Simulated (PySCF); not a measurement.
**Structure from 2D NMR**

Compound of formula C₅H₁₁NO₂Si. Correlations simulated from computed shifts and the bond graph:

HSQC (one-bond C–H):
```
  δH    δC
3.58  50.5
2.87  40.3
2.83  32.6
1.91  40.3
```

COSY cross peaks (H two or three bonds apart, from the bond graph; peaks can be absent where the dihedral angle is near 90°):
```
  δH    δH
3.58  2.87
3.58  1.91
2.87  2.83
2.87  1.91
2.83  1.91
```

HMBC (two and three bonds, from the bond graph):
```
  δH                       δC
4.62                     50.5
3.58               40.3, 32.6
2.87  180.5, 50.5, 40.3, 32.6
2.83        180.5, 50.5, 40.3
1.91  180.5, 50.5, 40.3, 32.6
```

Carbons without hydrogens: δ 180.5.

Rapidly exchanging positions averaged, isolated molecule, non-relativistic, single conformer. Geometry: GFN2-xTB; shieldings: GIAO PBE0/pcSseg-1; PySCF 2.14.

Shifts are taken against calculated references (same method and geometry level): ¹H, ¹³C against TMS.

Exchangeable hydrogens are left out of these lists.

Problem. Work out the connectivity.

Solution. `InChI=1S/C5H11NO2Si/c7-5(8)3-1-4(2-3)6-9/h3-4,6H,1-2H2,9H3,(H,7,8)/t3-,4-`.

Atoms are numbered as in `[O:1]=[C:2]([OH:3])[C@H:4]1[CH2:5][C@H:6]([NH:7][SiH3:8])[CH2:9]1`; H(Xn) means a hydrogen on atom n. Ha(C5), Ha(C9) are cis to C2 on the ring; Hb(C5), Hb(C9) are trans to C2 on the ring.

- δC 180.5 is C2, a carboxylic acid carbon.
- δC 50.5 is C6, an sp3 CH bonded to N (δH 3.58).
- δC 40.3 is C5/C9, an sp3 CH2 in a ring (δH 1.91, 2.87).
- δC 32.6 is C4, an sp3 CH α to a carbonyl (δH 2.83).
- HMBC from δH 2.87 reaches the proton-free carbon C2.
- HMBC from δH 2.83 reaches the proton-free carbon C2.
- HMBC from δH 1.91 reaches the proton-free carbon C2.
- COSY links 3.58–2.87, 3.58–1.91, 2.87–2.83, 2.87–1.91, 2.83–1.91.

The shifts were computed for this structure.

OH/NH shifts are gas-phase values; hydrogen bonding in solution moves them, usually downfield. Shifts are as computed. Against solution values, carbons near 30 ppm lie about +3 ppm off and those near 130 ppm about +5 ppm. Of 1211 compounds with measured shifts, 218 miss one by over three times the rms of a fit or turn the order of signals round; such compounds aren't used in these exercises. Hydrogen bonding in solution deshields acid and N–H amide carbonyl carbons by as much as 10 ppm beyond these values.
